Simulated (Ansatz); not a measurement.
**Four-centre ligand exchange**

Start structure (GeNH7O, singlet), relaxed at PBE0-D4/def2-TZVP:

```
atom    x (Å)    y (Å)    z (Å)
 Ge1  -0.8819   0.7600  -0.6901
  O2  -0.6137   0.7437   1.0875
  H3  -1.3719  -0.6156  -1.1513
  H4  -1.9994   1.8103  -0.9175
  H5   0.3966   1.2123  -1.4018
  H6   0.9747  -0.7919   1.0440
  N7   1.2793  -1.2164   0.1747
  H8  -1.1934   1.3703   1.5237
  H9   1.1352  -2.2154   0.2489
 H10   2.2743  -1.0574   0.0818
```

The step: GeH₄O ([OH][GeH3]) + NH₃ → GeNH₅ ([NH2][GeH3]) + H₂O; bonds formed: Ge1–N7, O2–H6; bonds broken: Ge1–O2, H6–N7. Program: Ansatz 0.2.0. Basis: def2-TZVPP and def2-QZVPP. Cores are frozen in the correlated methods. Filled d shells of the heavier atoms are correlated. The def2 sets are not built for correlating such inner shells, so the correlated values are less sure here. Extrapolation: Hartree–Fock as exp(−7.88 √X), correlation as X^−2.97. Energies below are by CCSD(T) at an estimated basis limit (MP2 extrapolated from triple and quadruple zeta, plus CCSD(T) − MP2 in triple zeta).

(1) What are the electronic barrier and the energy of the step, from the start structure to the end structure? (An estimate is asked for; the value comes from the calculation.)

T1 diagnostic: at most 0.012.

Results:

(1) The calculation gives: Barrier 131.1 kJ/mol; step energy 11.1 kJ/mol (uphill); reverse barrier, their difference, 120.0 kJ/mol. Barrier and step energy count from the start structure, the reverse barrier from the end structure.

The saddle point: One imaginary mode of 706i cm⁻¹.
| pair | start (Å) | saddle (Å) | end (Å) |
| --- | --- | --- | --- |
| Ge1–N7 | 3.05 | 2.00 | 1.86 |
| O2–H6 | 2.21 | 1.36 | 0.98 |
| Ge1–O2 | 1.80 | 2.17 | 3.62 |
| H6–N7 | 1.01 | 1.15 | 1.94 |

Zero-point energy (harmonic, PBE0-D4): ZPE is 193.2 kJ/mol at the start and 188.3 kJ/mol at the saddle, so the barrier goes from 131.1 to 126.2 kJ/mol.

Labels in which every atom is bracketed show which atoms are joined, not bond orders.

For scale, one of the runs: CCSD(T)/def2-TZVPP, 208 basis functions (an equivalent command: `ansatz run in.yaml --threads 4`). Hardware: 4 CPU threads, shared host. Wall time 78 s; peak host memory 2.9 GiB.
